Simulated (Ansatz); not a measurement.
H6N3NbO (`[NH]=[Nb]([NH2])([NH2])[OH]`). Total charge 0; spin multiplicity 1. Nb: def2 effective core potential.

```xyz
11

N     0.506   -1.593   -0.717
Nb    0.226   -0.047    0.051
N    -1.241   -0.357    1.351
N    -0.302    1.185   -1.413
O     1.743    0.675    0.969
H     0.777   -2.477   -1.118
H    -1.753   -1.217    1.469
H    -1.624    0.358    1.954
H    -0.446    0.928   -2.376
H    -0.527    2.161   -1.278
H     2.641    0.381    1.110
```

Problem. What are the harmonic wavenumbers in cm⁻¹ at PBE0-D4/def2-TZVP (Ansatz, finite differences of forces, unscaled)? (An estimate is asked.)

Solution. The calculation gave: 181, 181, 192, 196, 207, 261, 299, 374, 413, 434, 445, 528, 545, 568, 586, 674, 688, 709, 1016, 1542, 1545, 3573, 3575, 3657, 3680, 3680, 3956.

Problem. Is this a minimum?

Solution. Yes, all 27 modes are real.

Problem. Give the ideal-gas thermochemistry at 298.15 K and 1 bar (rigid rotor, harmonic oscillator; point group Cs, symmetry number 1).

Solution. Zero-point energy 201.6 kJ/mol; H(298) − E = 227.5 kJ/mol; entropy 372.4 J/(mol·K), of which translation 171.9, rotation 112.6, vibration 87.9; G(298) − E = 116.4 kJ/mol.

Problem. And at 400, 500, 600, 800 and 1000 K?

Solution. 
| T (K) | H − E (kJ/mol) | S (J/mol/K) | G − E (kJ/mol) |
| --- | --- | --- | --- |
| 400 | 242.9 | 416.9 | 76.2 |
| 500 | 259.6 | 454.1 | 32.6 |
| 600 | 277.3 | 486.3 | -14.5 |
| 800 | 314.9 | 540.2 | -117.3 |
| 1000 | 354.5 | 584.4 | -229.9 |
